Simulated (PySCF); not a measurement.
Vertical excitations of a molecule F₂H₅NSi₂ from TDA-PBE/def2-SVPD run with PySCF, as energy in eV (oscillator strength): 6.62 (0.024), 7.14 (0.144), 7.41 (0.017), 7.50 (0.006), 7.63 (0.004), 7.71 (0.035), 7.88 (0.006), 7.89 (0.002), 7.97 (0.003), 8.11 (0.005). Lowest triplet (TDA): 6.28 eV. Geometry: PBE-D3(BJ)/def2-SVP. The values are those of a single conformer.

**Question.** Pick the molecule that these values belong to.
(A) N[Si](F)(F)[SiH3]
(B) N[Si@@H](F)[SiH2]F
(C) F[SiH2]N[SiH2]F
(D) F[SiH](F)N[SiH3]

**Answer.** C, F[SiH2]N[SiH2]F
